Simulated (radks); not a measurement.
Results of a calculation; reference values are marked as such.
Question: Radial electron density D(r) = 4 pi r^2 rho(r) of an atom or ion with 66 electrons. Code: a radial shooting solver on a logarithmic mesh with Libxc functionals. Model: scalar-relativistic Kohn-Sham, r2SCAN, spin-polarised, spherical densities, finite nucleus; meta-GGA in the generalised Kohn-Sham scheme; Fermi nuclear charge, rms radius of each element as measured or else 0.836 A^(1/3) + 0.57 fm.

```
   r/bohr * D(r) (the largest magnitude, 120, reaches the edge; | marks zero)
 0.001002 | *
 0.001358 |   *
  0.00184 |     *
 0.002493 |         *
 0.003379 |              *
  0.00458 |                    *
 0.006207 |                            *
  0.00848 |                                   *
  0.01149 |                                        *
  0.01558 |                                         *
  0.02111 |                                      *
  0.02861 |                                    *
  0.03877 |                                          *
  0.05255 |                                                     *
  0.07121 |                                                      *
  0.09651 |                                            *
   0.1308 |                                           *
   0.1773 |                                                 *
   0.2402 |                                    *
   0.3256 |                      *
   0.4413 |                          *
    0.598 |                      *
   0.8105 |           *
    1.107 |      *
    1.501 |   *
    2.034 |*
    2.756 *
    3.736 *
    5.063 *
```

What is the nuclear charge?

Answer: Z = 68. The innermost maximum, from 1s, lies near gamma/Z bohr with gamma = sqrt(1 - (Z/c)^2) = 0.868, here 0.0128 bohr (found: 0.0139), and its height grows with Z. The density is that of the erbium ion Er2+ in [Xe] 4f12; the configuration itself is not fixed sharply by these data, and Z only to a few units. D(r) has 4 maxima, at r = 0.0139, 0.0627, 0.174, 0.478 bohr, and minima at 0.0268, 0.114, 0.336 bohr, inside which lie 1.93, 11.11, 29.50 electrons.
